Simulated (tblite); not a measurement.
C₃H₅F₃SeSi.
Bonds: C1–Se2, Se2–Si3, Si3–C4, C4–F5, C4–C6 (double), C6–F7, C6–F8. Hydrogens: H9, H10, H11 on C1; H12, H13 on Si3.

Computed with GFN2-xTB (tblite), gas phase: L-BFGS steps from a force-field or distance-geometry start until the largest atomic force falls under 0.01 eV/Å.

The end geometry, which sets the zero of energy:
```
atom  x, y, z in Å
C1      2.6988   -0.6471    0.0138
Se2     0.8849   -1.1719   -0.5061
Si3    -0.0984    0.7685    0.0800
C4     -1.9402    0.6131   -0.3263
F5     -2.6674    1.7171   -0.0606
C6     -2.5697   -0.4350   -0.8329
F7     -1.9462   -1.5714   -1.1268
F8     -3.8593   -0.5346   -1.1212
H9      3.3526   -1.4919   -0.1819
H10     2.7153   -0.4048    1.0719
H11     3.0130    0.2079   -0.5768
H12    -0.0006    1.0444    1.5160
H13     0.4127    1.9061   -0.6893
```

Task: These geometries come from the run, each turned onto the end geometry. Order them by energy, lowest first.
A.
```
atom  x, y, z in Å
C1      2.7169   -0.6771    0.0161
Se2     0.8556   -1.1627   -0.4057
Si3    -0.1209    0.8118    0.0923
C4     -1.9338    0.6552   -0.4245
F5     -2.6245    1.8117   -0.4743
C6     -2.5707   -0.4561   -0.7555
F7     -1.9897   -1.6502   -0.7207
F8     -3.8275   -0.5748   -1.1556
H9      3.3598   -1.1586   -0.7165
H10     2.9583   -1.0334    1.0147
H11     2.8310    0.4010   -0.0411
H12    -0.1094    1.1222    1.5245
H13     0.4505    1.9113   -0.6937
```
B.
```
atom  x, y, z in Å
C1      2.8214   -0.6535    0.0173
Se2     0.9186   -1.2267   -0.1736
Si3    -0.1697    0.7350    0.1515
C4     -1.9641    0.6345   -0.4616
F5     -2.6350    1.7957   -0.5943
C6     -2.6525   -0.4515   -0.7854
F7     -2.1610   -1.6738   -0.7132
F8     -3.8963   -0.4203   -1.2102
H9      3.3695   -0.9899   -0.8536
H10     3.2223   -1.0864    0.9163
H11     2.8635    0.4146    0.0741
H12    -0.1617    1.1571    1.5462
H13     0.4406    1.7656   -0.6536
```
C.
```
atom  x, y, z in Å
C1      2.8054   -0.6898   -0.0008
Se2     0.9114   -1.2112   -0.1653
Si3    -0.2467    0.7138    0.1416
C4     -1.9790    0.6350   -0.4742
F5     -2.6499    1.8167   -0.5980
C6     -2.6221   -0.4796   -0.7761
F7     -2.1204   -1.7199   -0.7022
F8     -3.9075   -0.3482   -1.2089
H9      3.3942   -0.9762   -0.8824
H10     3.2390   -1.0805    0.9574
H11     2.8778    0.4227    0.0771
H12    -0.1467    1.1607    1.5342
H13     0.4399    1.7568   -0.6425
```
D.
```
atom  x, y, z in Å
C1      2.6980   -0.6383    0.0238
Se2     0.9014   -1.1759   -0.5420
Si3    -0.0946    0.7516    0.0623
C4     -1.9365    0.6233   -0.3514
F5     -2.6383    1.7562   -0.1463
C6     -2.5841   -0.4360   -0.8091
F7     -1.9776   -1.5971   -1.0370
F8     -3.8728   -0.5260   -1.1057
H9      3.3816   -1.4315   -0.2641
H10     2.7186   -0.5115    1.1031
H11     2.9704    0.2881   -0.4733
H12     0.0139    1.0045    1.5012
H13     0.4156    1.8930   -0.7017
```
E.
```
atom  x, y, z in Å
C1      2.7044   -0.6587    0.0358
Se2     0.9317   -1.1010   -0.6650
Si3    -0.0894    0.7935    0.0043
C4     -1.9351    0.6335   -0.3930
F5     -2.6480    1.7627   -0.2050
C6     -2.5871   -0.4536   -0.7741
F7     -1.9759   -1.6145   -0.9904
F8     -3.8880   -0.5729   -1.0010
H9      3.3822   -1.4508   -0.2724
H10     2.6627   -0.6057    1.1199
H11     3.0309    0.2896   -0.3775
H12     0.0029    0.9829    1.4534
H13     0.4041    1.9953   -0.6754
```

Result: D (0.003 eV), E (0.011 eV), A (0.040 eV), B (0.128 eV), C (0.395 eV).

In the order of the answer:

```
step  E above end (eV)  largest force (eV/Å)  rms force component (eV/Å)  rms distance from end (Å)  rms bond change (Å)  bond most changed (Å)
  88             0.003                  0.04                       0.013                      0.073                0.001          C1–H10 +0.001
  71             0.011                  0.08                       0.022                      0.133                0.001          Si3–C4 +0.002
  42             0.040                  0.07                       0.030                      0.353                0.004          C1–Se2 +0.011
   3             0.128                  0.65                       0.224                      0.457                0.015          C1–Se2 +0.038
   0             0.395                  1.97                       0.612                      0.466                0.025          Si3–C4 -0.052
```

What follows is the cost of the whole relaxation. The run took 1.3 s of wall time on one thread, Arm Neoverse N1 (aarch64), shared host.
